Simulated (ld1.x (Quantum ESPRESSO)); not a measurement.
Values are calculated unless marked as measured or tabulated.
## Pseudopotentials across the periodic table

Generated with ld1.x 7.5 (TM, RRKJ, ultrasoft, PAW), atompaw 4.2 or ONCVPSP 4.0.1. The cutoff is in Ry: for ld1.x and atompaw files where the sum of valence levels is converged to 10 mRy in a Bessel basis, for ONCV files where the hardest occupied wave has 1 mHa per electron of residual kinetic energy. The error is the largest all-electron minus pseudo excitation energy over each file’s own four to seven test configurations (ionisations up to +4, promotions, holes and added fractions of an electron), all of which were solved. The labels leave out finer settings (local radius, basis sizes, second energies), which also bear on the numbers. Spin-polarised tests are not counted. The rows are a selection from randomly drawn settings: files with unsolved tests, undetermined cutoffs or missed reference levels are left out.

A true bound ghost makes a file unfit for plane-wave use even where its test errors are small: the radial tests pick states by their node count and pass the ghost by.

| element | potential | cutoff (Ry) | largest error (meV) | bound ghosts |
| --- | --- | --- | --- | --- |
| C | TM, PBE, scalar-relativistic, rc 1.25/2.00 (sp), local smoothed, core correction no, reference 2s2 2p2 | 35 | +617 | none |
| N | ultrasoft, LDA (PZ), scalar-relativistic, rc 1.05/1.30/1.10 (spd), local smoothed, core correction yes, reference 2s2 2p2.5 | 40 | +499 | none |
| S | RRKJ, LDA (PZ), non-relativistic, rc 1.45/1.40 (sp), local p, core correction yes, reference 3s2 3p4 | 55 | +177 | none |
| Ca | TM, BP86, scalar-relativistic, rc 3.70/1.80/3.15 (spd), local d, core correction yes, reference 3p6 3d0 4s2 4p0 | 30 | -580 | s |
| Ni | TM semilocal, BLYP, scalar-relativistic, rc 1.70/2.55/1.05 (spd), local s, core correction no, reference 3d8 4s1.5 4p0 | 200 | -201 | none |
| Ru | TM, PBE, scalar-relativistic, rc 1.85/2.20/1.20/1.65 (spdf), local s, core correction yes, reference 4d5 5s0 5p0 | 70 | -993 | p |
| Sb | RRKJ, LDA (PZ), scalar-relativistic, rc 1.90/2.05/1.46 (spd), local p, core correction yes, reference 4d10 5s2 5p0 | 80 | -631 | none |

(1) Fill in the row for Hg: PAW, LDA (PZ), scalar-relativistic, rc 2.30/1.50/2.15 (spd), local smoothed, core correction yes, reference 5p6 5d10 6s2 6p0.

Answers

(1) cutoff 40 Ry, largest error -125 meV, bound ghosts: none.
